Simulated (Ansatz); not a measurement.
Single points on the cluster Cd₃F₄⁺.

```yaml
crystal:
  periodic: [false, false, false]
  atoms:
    - {symbol: Cd, position_ang: [-1.676108, -0.513508, 0.288249]}
    - {symbol: Cd, position_ang: [-0.559085, 2.592345, 1.035108]}
    - {symbol: Cd, position_ang: [1.466309, -1.027604, -0.757775]}
    - {symbol: F, position_ang: [3.325128, -0.959537, -1.244609]}
    - {symbol: F, position_ang: [-0.453912, -1.923388, -0.526330]}
    - {symbol: F, position_ang: [-2.342463, 1.218911, 1.059313]}
    - {symbol: F, position_ang: [0.240141, 0.612771, 0.146033]}
basis:
  gaussian: {orbitals: def2-TZVP, initial_orbitals: start.molden}
total_charge: 1
magnetization: {spin_polarized: true, initial_magnetization: 1}
hamiltonian: {xc: {name: PBE-QIDH}}
scf: {omitted_lower_state_checks: [starts]}
```

The file start.molden holds the orbitals of an earlier run on this structure, at another level or in another basis.

```sh
$ ansatz run in.yaml --threads 4 --pin off --events-out ev --progress --plain --max-ram 4787MiB
```

Output, abridged:

```
Functional definition: PBE-QIDH
1954 factors; integrals over basis functions are off by at most 6.9e-4 eV
mean field evaluation 1: about -24516.3821 eV, gradient 1.5e1 eV
mean field evaluation 2: about -24517.1656 eV, gradient 9.5e-1 eV
mean field evaluation 4: about -24517.2050 eV, gradient 1.5e-1 eV
mean field evaluation 8: about -24517.2051 eV, gradient 1.7e-5 eV
mean field -24517.20508138 eV, -900.9906683824 hartree, gradient 2.0e-6 eV, S^2 0.751730; 0 other end points of the search recorded, 0 dependent functions left out
4 core orbitals not correlated: weight in the atoms' cores, before any rotation towards them, 1.000 or more for the frozen orbitals, at most 0.000 for the correlated occupied ones
reference -24517.20510062 eV, -900.9906690892 hartree; 44, 43 occupied and 196, 197 virtual orbitals, 1954 factors
second order -74.04103108 eV of doubles, -0.00000000 eV of singles
Total energy: -24541.88544431 eV, -901.8976549910 hartree
Checks for a lower state left out: starts
```

It took 22 s on 4 threads of Arm Neoverse V1 on a shared host, peak host memory 1.1 GiB.

First input, but with `hamiltonian: {xc: {name: r2SCANh}, dispersion: d4}`, `output: {orbitals: {seedname: orbitals}}` (abridged; 20 s):

```
Functional definition: r2SCANh
mean field -24562.21678841 eV, -902.6448181057 hartree, gradient 1.2e-5 eV, S^2 0.752438
Total energy: -24562.27149952 eV, -902.6468287018 hartree
Checks for a lower state left out: starts
```

First input, but with `correlation: {method: mp2}`, `output: {orbitals: {seedname: orbitals}}` and without the key `hamiltonian` (abridged; 16 s):

```
Functional definition: HF
mean field -24447.56918396 eV, -898.4315963529 hartree, gradient 2.3e-6 eV, S^2 0.752263
4 core orbitals not correlated: weight in the atoms' cores, before any rotation towards them, 1.000 or more for the frozen orbitals, at most 0.000 for the correlated occupied ones
second order -67.32700831 eV of doubles, -0.00000000 eV of singles
Total energy: -24514.89619227 eV, -900.9058182724 hartree
Checks for a lower state left out: starts
```

The first input with `gaussian: {orbitals: STO-3G}`, `hamiltonian: {xc: hf}`, `output: {orbitals: {seedname: orbitals}}` (abridged; 3.5 s):

```
Functional definition: HF
mean field -452444.63825748 eV, -16627.0337779717 hartree, gradient 2.5e-5 eV, S^2 0.752293
Total energy: -452444.63825748 eV, -16627.0337779717 hartree
Checks for a lower state left out: starts
```

Geometry: r2SCAN-D4/def2-SVP.

In the def2 sets Cd takes a core potential, while STO-3G treats all electrons; there is no spin–orbit coupling. Correlated methods freeze 4 core orbitals; core or outer-core shells of Cd are correlated, in sets that lack core-valence functions. Another isomer (doublet) lies 0.06 eV lower at r2SCANh-D4/def2-TZVP; other spin states weren't run for this one.
